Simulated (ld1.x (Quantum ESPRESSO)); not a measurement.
## Pseudopotential generation for arsenic (As): PAW, PBE, scalar-relativistic.

ld1.x (Quantum ESPRESSO) 7.5 was run on this input:

```
&input
   title='As', zed=33., rel=1, dft='PBE', iswitch=3,
   config='[Ar] 3d10 4s2 4p3 4d-2',
   nld=3, rlderiv=1.75, eminld=-3.0, emaxld=5.0, deld=0.02
 /
 &inputp
   pseudotype=3, lpaw=.true., tm=.true., lloc=-1, rcloc=1.25,
   nlcc=.false.,
   which_augfun='BESSEL', rmatch_augfun=1.10,
   file_pseudopw='As.UPF', file_wfcaegen='ae.wfc', file_wfcncgen='nc.wfc', file_beta='beta', file_chi='chi', file_wfcusgen='us.wfc'
 /
6
4S  1  0   2.00   0.00  1.20  1.55  0.0
4S  1  0   0.00   0.55  1.20  1.55  0.0
4P  2  1   3.00   0.00  1.25  1.60  0.0
4P  2  1   0.00   0.55  1.25  1.60  0.0
4D  3  2  -2.00  -0.05  1.10  1.40  0.0
4D  3  2  -2.00   1.80  1.10  1.40  0.0
 &test
   configts(1)='4s2 4p3'
 /
```

Command:

```bash
ld1.x < As.in > As.out
```

The program printed (shortened: banner, matrices, multipoles, cross overlaps and the repeated all-electron block are left out):

```
[... start of the log left out ...]
     s(3P/3P) =  1.000000  <r> =   0.6172  <r2> =    0.4477  r(max) =   0.5239
     s(3D/3D) =  1.000000  <r> =   0.6783  <r2> =    0.5823  r(max) =   0.4740
     s(4S/4S) =  1.000000  <r> =   1.9394  <r2> =    4.3371  r(max) =   1.6136
     s(4P/4P) =  1.000000  <r> =   2.5548  <r2> =    7.7624  r(max) =   1.9957

     ------------------------ End of All-electron run ------------------------

     --------------------- Generating PAW atomic setup --------------------

      Generating local potential from pseudized AE potential:
      Matching radius rcloc =   1.2500

      Local pseudo, rcloc= 1.257 Estimated cut-off energy=    15.60 Ry

      Computing core charge for PAW:

       r > 1.26 : true rho core
       r < 1.26 : rho core = a sin(br)/r    a=   5.48  b=   2.14

      Integrated core pseudo-charge :   4.23
      Wfc-us  4S rcutus= 1.535  Estimated cut-off energy=    18.49 Ry
      Wfc-us  4S rcutus= 1.535  Estimated cut-off energy=    20.87 Ry
      Wfc-us  4P rcutus= 1.614  Estimated cut-off energy=    27.64 Ry
      Wfc-us  4P rcutus= 1.614  Estimated cut-off energy=    28.86 Ry
      Wfc-us  4D rcutus= 1.389  Estimated cut-off energy=   111.87 Ry
      Wfc-us  4D rcutus= 1.389  Estimated cut-off energy=    52.67 Ry

     Required augmentation: BESSEL   radius:    1.100000
     Suggested rho cutoff for augmentation:  80.72 Ry

 %%%%%%%%%%%%%%%%%%%%%%%%%%%%%%%%%%%%%%%%%%%%%%%%%%%%%%%%%%%%%%%%%%%%%%%%%%%%%%
     Error in routine new_paw_hamiltonian (1):
     negative rho
 %%%%%%%%%%%%%%%%%%%%%%%%%%%%%%%%%%%%%%%%%%%%%%%%%%%%%%%%%%%%%%%%%%%%%%%%%%%%%%

     stopping ...
```

The run stopped because the spherical valence density built from the smooth waves and the augmentation charge turned negative at some radius.

The run took about 0.14 s on one core of a shared server CPU.
